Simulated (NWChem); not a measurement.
System: CaH₂S₂; SMILES [Ca]([SH])[SH]

The following NWChem deck was run.

```
start job
memory heap 200 mb stack 900 mb global 1100 mb
geometry units angstroms noautoz
  Ca    -0.015073    -0.253046     0.690568
  S     -0.053432    -2.831484     0.514287
  H      0.474244    -2.874059    -0.731108
  S     -0.273754     2.241104     0.063345
  H     -1.483501     2.091671    -0.524404
end
basis spherical
  * library 6-31g*
end
dft
  xc scan
  grid xcoarse
  iterations 150
  mulliken
end
task dft gradient
```

Output (shortened):

```
             Northwest Computational Chemistry Package (NWChem) 7.3.0
             --------------------------------------------------------

 C2  symmetry detected

                             Geometry "geometry" -> ""
                             -------------------------

 Output coordinates in angstroms (scale by  1.889725989 to convert to a.u.)

  No.       Tag          Charge          X              Y              Z
 ---- ---------------- ---------- -------------- -------------- --------------
    1 Ca                  20.0000     0.00000000     0.00000000     0.30738365
    2 S                   16.0000     2.54852382    -0.02803936    -0.12301032
    3 H                    1.0000     2.51403965     0.90171691    -1.10567136
    4 S                   16.0000    -2.54852382     0.02803936    -0.12301032
    5 H                    1.0000    -2.51403965    -0.90171691    -1.10567136

 Effective nuclear repulsion energy (a.u.)     180.4584532858

      Symmetry information
      --------------------

 Group name             C2
 Group number              4
 Group order               2
 No. of unique centers     3

                                 NWChem DFT Module
                                 -----------------

 Summary of "ao basis" -> "ao basis" (spherical)
 ------------------------------------------------------------------------------
       Tag                 Description            Shells   Functions and Types
 ---------------- ------------------------------  ------  ---------------------
 Ca                          6-31g*                 10       22   5s4p1d
 S                           6-31g*                  8       18   4s3p1d
 H                           6-31g*                  2        2   2s

      Symmetry analysis of basis
      --------------------------

        a          32
        b          30

            General Information
            -------------------
          SCF calculation type: DFT
          Wavefunction type:  closed shell.
          No. of atoms     :     5
          No. of electrons :    54
           Alpha electrons :    27
            Beta electrons :    27
          Charge           :     0
          Spin multiplicity:     1
          Use of symmetry is: on ; symmetry adaption is: on
          Maximum number of iterations: 150
          AO basis - number of functions:    62
                     number of shells:    30
          Convergence on energy requested:  1.00D-06
          Convergence on density requested:  1.00D-05
          Convergence on gradient requested:  5.00D-04

              XC Information
              --------------
                         SCAN Method XC Functional
                  SCAN metaGGA Exchange Functional  1.000
                        SCAN Correlation Potential  1.000

             Grid Information
             ----------------
          Grid used for XC integration:  xcoarse
          Radial quadrature: Mura-Knowles
          Angular quadrature: Lebedev.
          Tag              B.-S. Rad. Rad. Pts. Rad. Cut. Ang. Pts.
          ---              ---------- --------- --------- ---------
          Ca                  1.80       75           8.0       194
          S                   1.00       42          12.0       194
          H                   0.35       21          12.0       194
          Grid pruning is: on
          Number of quadrature shells:   138
          Spatial weights used:  Erf1

      Superposition of Atomic Density Guess
      -------------------------------------

 Sum of atomic energies:       -1472.61575005

      Non-variational initial energy
      ------------------------------

 Total energy =   -1472.995307
 1-e energy   =   -2385.831321
 2-e energy   =     732.377560
 HOMO         =      -0.334646
 LUMO         =      -0.093549

      Symmetry analysis of molecular orbitals - initial
      -------------------------------------------------

  Numbering of irreducible representations:

     1 a           2 b

  Orbital symmetries:

     1 a           2 b           3 a           4 a           5 b
     6 a           7 b           8 a           9 b          10 b
    11 a          12 a          13 b          14 b          15 a
    16 a          17 b          18 a          19 b          20 a
    21 b          22 a          23 b          24 a          25 b
    26 a          27 b          28 a          29 b          30 a
    31 b          32 a          33 b          34 a          35 b
    36 a          37 b

     ---------------------------------------------
      Total Density - Mulliken Population Analysis
     ---------------------------------------------

    Atom       Charge   Shell Charges
 -----------   ------   -------------------------------------------------------
    1 Ca  20    18.67   2.00  2.00  6.00  2.00  6.01  0.37  0.12  0.03  0.01  0.13
    2 S   16    16.94   2.00  2.00  5.98  1.33  3.31  0.55  1.75  0.02
    3 H    1     0.73   0.39  0.34
    4 S   16    16.94   2.00  2.00  5.98  1.33  3.31  0.55  1.75  0.02
    5 H    1     0.73   0.39  0.34

[...]

                         DFT ENERGY GRADIENTS

    atom               coordinates                        gradient
                 x          y          z           x          y          z
   1 Ca      0.000000   0.000000   0.580871    0.000000   0.000000  -0.004104
   2 S       4.816012  -0.052987  -0.232456   -0.014516   0.000609   0.000806
   3 H       4.750846   1.703998  -2.089416   -0.000926  -0.000780   0.001246
   4 S      -4.816012   0.052987  -0.232456    0.014516  -0.000609   0.000806
   5 H      -4.750846  -1.703998  -2.089416    0.000926   0.000780   0.001246
```

Level: SCAN/6-31G* (spherical d). Coordinates come from a PBE0/def2-SVP optimisation.
